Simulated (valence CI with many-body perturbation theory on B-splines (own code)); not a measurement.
Questions on Sm XLI

Calculated by valence CI with perturbative core correlation (CI+MBPT): four valence electrons over a frozen Dirac-Fock core [Ar], radial functions for each j: 9 s, 9 p, 10 d, 8 f, 5 g, 3 h, 1 i, with the one-electron correlation potential Σ1 (screened to all orders), the two-electron term Σ2, the three-electron term Σ3, Breit, model QED; selected single and double excitations, second order for the rest (own B-spline code, finite nucleus).

The last digits are not significant, and no measured levels were compared; by estimate large intervals hold to a few tenths of a per cent, small ones and those within an open d or f shell to about a per cent. Only levels of the ground parity were solved; by the run's estimate the other parity begins above the list, which can be wrong where configurations are misplaced.

Levels are named by their leading jj configuration (3d3/2^4 stands for four electrons in 3d with j = 3/2), which in mixed levels can hold well under half, so a name can repeat and another be missing.

Rates and lifetimes use the calculated energies. Strong lines usually hold to 10 to 20 %, long lifetimes can be off by a factor of two.

Q: What is the ground level?

A: (3d3/2^4) J=0, composition 57 % 3d⁴ ³P + 32 % 3d⁴ ⁵D + 12 % 3d⁴ ¹S.

Q: Name the longest-lived excited levels whose lifetime is computed, and their main decay.

A: (3d3/2^2 3d5/2^2) J=6 at 65.15 eV lives 16.4 ms, mostly by M1 to (3d3/2^2 3d5/2^2) J=5. The lifetime of (3d3/2^3 3d5/2) J=4 is too uncertain to give, and may be longer.

Q: What is the ionisation energy?

A: 3029.2 eV; NIST lists 3028 ± 4 eV (theoretical).

Q: How well does LS coupling describe the low levels?

A: Among the lowest 20 levels the leading LS term, summed over configurations, holds 48 % on average. For single configurations the figures are 48 % in LS and 90 % in jj coupling. Terms mix most in the J = 4 level at 33.90 eV, where the leading one holds 30 %.
